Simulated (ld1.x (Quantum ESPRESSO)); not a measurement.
## An all-electron radial function and its pseudo partner (Al)

Columns: radius, all-electron u(r) and pseudo u(r) of the 3p shell (level -2.80 eV) of aluminium in the configuration [Ne] 3s2 3p1; LDA (PZ), non-relativistic, TM scheme, ld1.x (Quantum ESPRESSO) 7.5.

```
r (bohr)  all-electron   pseudo
   0.095        0.0693  -0.0026
   0.190        0.1590  -0.0102
   0.285        0.2091  -0.0225
   0.380        0.2175  -0.0392
   0.475        0.1948  -0.0595
   0.570        0.1521  -0.0828
   0.665        0.0977  -0.1084
   0.760        0.0377  -0.1356
   0.855       -0.0242  -0.1638
   0.950       -0.0853  -0.1929
   1.045       -0.1439  -0.2227
   1.140       -0.1990  -0.2532
   1.235       -0.2500  -0.2844
   1.330       -0.2966  -0.3162
   1.425       -0.3388  -0.3485
   1.520       -0.3766  -0.3804
   1.615       -0.4101  -0.4112
   1.710       -0.4395  -0.4396
   1.805       -0.4649  -0.4649
   1.900       -0.4866  -0.4866
   1.995       -0.5048  -0.5048
   2.090       -0.5198  -0.5198
   2.185       -0.5317  -0.5317
   2.280       -0.5409  -0.5409
   2.375       -0.5476  -0.5476
   2.470       -0.5520  -0.5520
```

(1) How many radial nodes do the two functions have?

(2) At about which radius was the pseudo-wave matched?

(3) Is the pseudo-wave norm-conserving?

Answers

(1) The all-electron 3p function has n − l − 1 = 1; the pseudo-wave has 0, since the states of the same l below it are removed with the core.

(2) 1.90 bohr. The columns agree to 0.0005 from 1.71 bohr on; several derivatives are matched, so the curves merge somewhat inside the radius.

(3) Yes: the TM scheme keeps the norm inside the radius equal to the all-electron one, which fixes the energy derivative of the logarithmic derivative at the level.
